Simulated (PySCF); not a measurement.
Computed shifts of a molecule C5H7F, PBE0/pcSseg-1 run with PySCF, GIAO, gas phase, equivalent atoms averaged, in ppm (number of nuclei): ¹³C: 160.1 (1), 141.6 (1), 92.7 (1), 41.9 (1), 18.0 (1). ¹⁹F: -204.8 (1). ¹H: 6.47 (1), 5.37 (1), 2.94 (2), 2.19 (3). References: ¹³C against TMS (σ = 186.3 ppm); ¹⁹F against CFCl3 (σ = 167.2 ppm); ¹H against TMS (σ = 31.56 ppm), references at their B3LYP-D3(BJ)/def2-TZVP geometries, non-relativistic. Geometry: B3LYP-D3(BJ)/def2-SVP. Other conformers were not sampled.

Problem. Pick the molecule that these values belong to.
A) C=C(C)/C=C\F
B) CCC=C=CF
C) FC=C1CCC1
D) CC1=CC[C@@H]1F

Solution. D, CC1=CC[C@@H]1F
